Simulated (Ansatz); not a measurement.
Calculated with Ansatz (gas phase, PBE0-D4/def2-TZVP geometries, no zero-point term in ΔE). CCSD(T)/CBS adds triple-zeta CCSD(T) − MP2 to the extrapolated MP2 energy (def2 sets, frozen cores). This one scheme is used for every species. Functionals use def2-TZVPP. Each species was taken in one conformer, which may not be the lowest.

`CB(F)BCl` + H₂ → `CBF` + `BCl`  (hydrogenolysis of a B–B bond)

`CB(F)BCl`:

Z-matrix (Å, degrees):
```
C
B 1 1.561
H 1 1.092 2 112.9
H 1 1.093 2 112.9 3 124.9
H 1 1.098 2 107.6 3 -118.8
F 2 1.336 1 118.2 3 17.6
B 2 1.699 1 123.9 3 -164.2
Cl 7 1.748 2 118.7 1 -83.0
H 7 1.196 2 125.8 1 95.1
```

H₂:

```xyz
2

H    -0.347   -0.136   -0.022
H     0.347    0.136    0.022
```

`CBF`:

```xyz
7

C    -0.151    0.269    0.615
B     0.191   -0.331   -0.776
F     0.385   -1.635   -0.919
H    -0.205   -0.469    1.416
H    -1.106    0.805    0.559
H     0.589    1.032    0.880
H     0.297    0.329   -1.775
```

`BCl`:

```xyz
4

B    -0.076   -0.014    0.132
Cl    0.784    0.144   -1.365
H     0.135   -0.975    0.801
H    -0.843    0.845    0.431
```

CCSD(T)/CBS gives -45.1 kJ/mol.

Another level gave -52.8 kJ/mol. Which?
A. CCSD(T)/def2-TZVPP
B. SCS-MP2/def2-TZVPP
C. PBE-D4/def2-TZVPP
D. r2SCANh-D4/def2-TZVPP

B. SCS-MP2/def2-TZVPP -52.8, PBE-D4 -34.0, r2SCANh-D4 -41.9, CCSD(T)/def2-TZVPP -47.3 kJ/mol.

Largest T1 diagnostic among the species: 0.013.

From PBE to PBE0 (25 % exact exchange), in def2-TZVPP and without D4, ΔE moves by −5.9 kJ/mol. The D4 term adds +8.4 kJ/mol with B3LYP and +4.8 kJ/mol with PBE0; it sums over pairs of atoms, weighted by their polarisabilities, and B3LYP, whose exchange is more repulsive, gets the larger term.

B3LYP here is the variant with VWN-RPA as its local correlation; programs differ in this.
